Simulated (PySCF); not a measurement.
Results of a calculation; reference values are marked as such.
# Si3BH10O4(-)

Si3BH10O4(-) is a molecule drawn as a unit of a network glass or zeolite (built as: B4 Si Si Si, H ends, O bridges), charge -1, singlet. The structure, one conformer, was relaxed in the gas phase by PBE0-D3(BJ)/def2-SVP. No frequency run checks that it is a minimum.

SMILES: O[B-](O[SiH3])(O[SiH3])O[SiH3]

```xyz
18

O     0.110   -0.113   -1.948
B     0.252   -0.146   -0.500
O     1.647   -0.448   -0.146
Si    1.964   -1.553    1.022
O    -0.607   -1.162    0.151
Si   -1.938   -0.695    0.989
O    -0.174    1.177    0.013
Si   -0.305    2.378   -1.103
H     0.941   -0.423   -2.317
H     1.347   -1.278    2.363
H     3.455   -1.528    1.253
H     1.653   -2.979    0.664
H    -2.665   -1.953    1.394
H    -2.935    0.106    0.201
H    -1.674    0.038    2.272
H    -1.454    2.270   -2.063
H    -0.575    3.645   -0.326
H     0.938    2.671   -1.894
```
Atom numbers follow the order of the file, from 1.

Shieldings: GIAO PBE0/aug-pcSseg-1.  Core levels by delta-SCF with SCAN, aug-pcX-2 on the ionised atom and aug-pcseg-1 elsewhere, spin-free X2C; from the vacuum level, for chosen atoms.

(1) Give the NMR and core-level values of the distinct atoms.

(2) Which of O1, O3, O5, O7 holds its core electrons tightest, and by how much against the loosest?

(3) By CAM-B3LYP/def2-SVPD (TDDFT singlets, Tamm-Dancoff triplets, ionisation by delta-SCF), where does absorption start, and what does vertical ionisation take?

## Answers

(1) 
```json
{"atoms": "O1", "bonded to": "1 B + 1 H", "σ (ppm)": "247.9", "δ (ppm)": "-", "core level (eV)": "1s 533.45"}
{"atoms": "B2", "bonded to": "4 O", "σ (ppm)": "102.2", "δ (ppm)": "-", "core level (eV)": "1s 193.22"}
{"atoms": "O3", "bonded to": "1 B + 1 Si", "σ (ppm)": "268.7", "δ (ppm)": "-", "core level (eV)": "1s 532.91"}
{"atoms": "Si4", "bonded to": "1 O + 3 H", "σ (ppm)": "412.2", "δ (ppm)": "-", "core level (eV)": "-"}
{"atoms": "O5", "bonded to": "1 B + 1 Si", "σ (ppm)": "268.4", "δ (ppm)": "-", "core level (eV)": "1s 532.82"}
{"atoms": "Si6", "bonded to": "1 O + 3 H", "σ (ppm)": "411.3", "δ (ppm)": "-", "core level (eV)": "-"}
{"atoms": "O7", "bonded to": "1 B + 1 Si", "σ (ppm)": "263.6", "δ (ppm)": "-", "core level (eV)": "1s 532.77"}
{"atoms": "Si8", "bonded to": "1 O + 3 H", "σ (ppm)": "415.3", "δ (ppm)": "-", "core level (eV)": "-"}
{"atoms": "H9", "bonded to": "1 O", "σ (ppm)": "30.98", "δ (ppm)": "-", "core level (eV)": "-"}
{"atoms": "H10 H11 H12", "bonded to": "1 Si", "σ (ppm)": "26.55", "δ (ppm)": "-", "core level (eV)": "-"}
{"atoms": "H13 H14 H15", "bonded to": "1 Si", "σ (ppm)": "26.51", "δ (ppm)": "-", "core level (eV)": "-"}
{"atoms": "H16 H17 H18", "bonded to": "1 Si", "σ (ppm)": "26.52", "δ (ppm)": "-", "core level (eV)": "-"}
```

Values are those of this one static structure, with the three H of a rotating XH3 group averaged; atoms that internal rotation interchanges would show their mean in an NMR spectrum.

(2) O1 (bonded to 1 B + 1 H), by 0.68 eV over O7 (bonded to 1 B + 1 Si).

(3) The lowest singlet lies at 6.75 eV (f 0.015), the strongest of the first 6 at 7.10 eV (f 0.044), the lowest triplet at 6.55 eV; vertical ionisation takes 5.92 eV.

Excited states of gas-phase anions may lie above the detachment limit and hang on the basis.

The 3 runs behind this took 12 min in all, one thread each of Arm Neoverse V1 on a shared host, launched as `OMP_NUM_THREADS=1 python cluster_run.py task.json out`.
